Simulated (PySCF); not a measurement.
TeCl₃, SMILES Cl[Te+](Cl)Cl, charge +1.

Coordinates come from a B3LYP-D3(BJ)/def2-SVP optimisation. The spin state was assumed, not searched. The isomer is the one that the SMILES or the coordinates give; other isomers of the formula were not compared. The def2 effective core potentials stand for the cores of Te; spin–orbit coupling is left out.

All values below come from PBE/def2-TZVPD run with PySCF.

Symmetry labels are those of the subgroup Cs that the program uses (full group C3v).

Computed valence orbital energies around the gap with their symmetry:
| orbital | symmetry | energy (eV) |
|---|---|---|
| HOMO−7 | A" | -16.82 |
| HOMO−6 | A' | -15.86 |
| HOMO−5 | A' | -14.16 |
| HOMO−4 | A" | -14.16 |
| HOMO−3 | A' | -13.70 |
| HOMO−2 | A" | -13.70 |
| HOMO−1 | A' | -13.59 |
| HOMO | A" | -13.52 |
| LUMO | A' | -9.48 |
| LUMO+1 | A" | -9.40 |
| LUMO+2 | A' | -9.40 |
| LUMO+3 | A' | -4.50 |
